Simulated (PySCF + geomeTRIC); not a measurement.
Calculation: PySCF + geomeTRIC with BP86-D3(BJ)/def2-SVP. fastk is a local helper that only speeds up exchange builds. No frequencies were computed at this level.

```python
import json, numpy as np
from pyscf import gto, dft
from fastk import lowrank_exchange
atoms = """
Zn     0.139205    -0.402215    -0.276020
N      1.469961    -0.218685     0.972904
H      1.966261     0.661770     0.946053
H      2.171544    -0.934221     1.092006
N     -1.443727     0.143132    -1.025116
H     -2.240024     0.132936    -0.402150
H     -1.764899    -0.245243    -1.899419
"""
def scf(charge, spin, dm0=None):
    mol = gto.M(atom=atoms, basis='def2-svp', ecp={}, charge=charge, spin=spin, verbose=3, max_memory=3360)
    mf = dft.KS(mol, xc='bp86').density_fit(auxbasis="def2-universal-jkfit")
    mf.disp = 'd3bj'
    mf.grids.level = 3
    mf.conv_tol = 1e-8
    mf.max_cycle = 120
    mf.level_shift = 0.25
    mf.kernel(dm0)
    if not mf.converged:
        mf = mf.newton().run(mf.mo_coeff, mf.mo_occ).undo_soscf()
    return mf
mf = scf(0, 0)
from pyscf.geomopt.geometric_solver import kernel as optimize
path = []
done, mol = optimize(mf, maxsteps=120, assert_convergence=False, callback=lambda env: path.append((env["energy"], bool(env["g_scanner"].converged))))
res = dict(converged=bool(done and path[-1][1]), energy=path[-1][0], path=[e for e, c in path], xyz=mol.atom_coords(unit="Angstrom").tolist(), nao=mol.nao)
json.dump(res, open("result.json", "w"))
```

Output:

```
converged SCF energy = -1891.22325348728
Geometry optimization cycle 1
converged SCF energy = -1891.22325348841
cycle 1: E = -1891.22325349  dE = -1891.22  norm(grad) = 0.0424615
Geometry optimization cycle 2
converged SCF energy = -1891.22669560842
cycle 2: E = -1891.22669561  dE = -0.00344212  norm(grad) = 0.00895133
Geometry optimization cycle 3
converged SCF energy = -1891.22861114714
cycle 3: E = -1891.22861115  dE = -0.00191554  norm(grad) = 0.0132138
Geometry optimization cycle 4
converged SCF energy = -1891.22914833021
cycle 4: E = -1891.22914833  dE = -0.000537183  norm(grad) = 0.00897897
Geometry optimization cycle 5
converged SCF energy = -1891.22929301813
cycle 5: E = -1891.22929302  dE = -0.000144688  norm(grad) = 0.00241197
Geometry optimization cycle 6
converged SCF energy = -1891.22931475037
cycle 6: E = -1891.22931475  dE = -2.17322e-05  norm(grad) = 0.000929139
Geometry optimization cycle 7
converged SCF energy = -1891.22932018274
cycle 7: E = -1891.22932018  dE = -5.43236e-06  norm(grad) = 0.000785201
Geometry optimization cycle 8
converged SCF energy = -1891.22932201736
cycle 8: E = -1891.22932202  dE = -1.83462e-06  norm(grad) = 0.000428106
Geometry optimization cycle 9
converged SCF energy = -1891.22932264647
cycle 9: E = -1891.22932265  dE = -6.2911e-07  norm(grad) = 0.000275346
Geometry optimization cycle 10
converged SCF energy = -1891.22932288289
cycle 10: E = -1891.22932288  dE = -2.36417e-07  norm(grad) = 0.000229809
Geometry optimization cycle 11
converged SCF energy = -1891.22932293886
cycle 11: E = -1891.22932294  dE = -5.59764e-08  norm(grad) = 0.000157215
<class 'geometric.internal.Distance'> : 6
<class 'geometric.internal.Angle'> : 7
<class 'geometric.internal.Dihedral'> : 4
<class 'geometric.internal.TranslationX'> : 1
<class 'geometric.internal.TranslationY'> : 1
<class 'geometric.internal.TranslationZ'> : 1
<class 'geometric.internal.RotationA'> : 1
<class 'geometric.internal.RotationB'> : 1
<class 'geometric.internal.RotationC'> : 1
Step    0 : Gradient = 1.605e-02/1.772e-02 (rms/max) Energy = -1891.2232534884
Step    1 : Displace = 6.797e-02/1.053e-01 (rms/max) Trust = 1.000e-01 (=) Grad = 3.383e-03/7.737e-03 (rms/max) E (change) = -1891.2266956084 (-3.442e-03) Quality = 1.390
Step    2 : Displace = 1.012e-01/1.624e-01 (rms/max) Trust = 1.414e-01 (+) Grad = 4.994e-03/7.212e-03 (rms/max) E (change) = -1891.2286111471 (-1.916e-03) Quality = 1.295
Step    3 : Displace = 5.919e-02/9.360e-02 (rms/max) Trust = 2.000e-01 (+) Grad = 3.394e-03/4.903e-03 (rms/max) E (change) = -1891.2291483302 (-5.372e-04) Quality = 1.298
Step    4 : Displace = 2.581e-02/3.661e-02 (rms/max) Trust = 2.828e-01 (+) Grad = 9.116e-04/1.267e-03 (rms/max) E (change) = -1891.2292930181 (-1.447e-04) Quality = 1.206
Step    5 : Displace = 6.831e-03/9.314e-03 (rms/max) Trust = 3.000e-01 (+) Grad = 3.512e-04/6.150e-04 (rms/max) E (change) = -1891.2293147504 (-2.173e-05) Quality = 1.271
Step    6 : Displace = 5.106e-03/7.783e-03 (rms/max) Trust = 3.000e-01 (=) Grad = 2.968e-04/4.763e-04 (rms/max) E (change) = -1891.2293201827 (-5.432e-06) Quality = 1.314
Step    7 : Displace = 3.355e-03/4.987e-03 (rms/max) Trust = 3.000e-01 (=) Grad = 1.618e-04/2.377e-04 (rms/max) E (change) = -1891.2293220174 (-1.835e-06) Quality = 1.322
Step    8 : Displace = 2.391e-03/3.358e-03 (rms/max) Trust = 3.000e-01 (=) Grad = 1.041e-04/1.641e-04 (rms/max) E (change) = -1891.2293226465 (-6.291e-07) Quality = 0.885
Step    9 : Displace = 1.512e-03/1.940e-03 (rms/max) Trust = 3.000e-01 (=) Grad = 8.686e-05/1.440e-04 (rms/max) E (change) = -1891.2293228829 (-2.364e-07) Quality = 0.706
Step   10 : Displace = 1.028e-03/1.299e-03 (rms/max) Trust = 3.000e-01 (=) Grad = 5.942e-05/9.574e-05 (rms/max) E (change) = -1891.2293229389 (-5.598e-08) Quality = 0.306
Converged! =D
```

Cost: about 70 core-seconds (a rough figure).
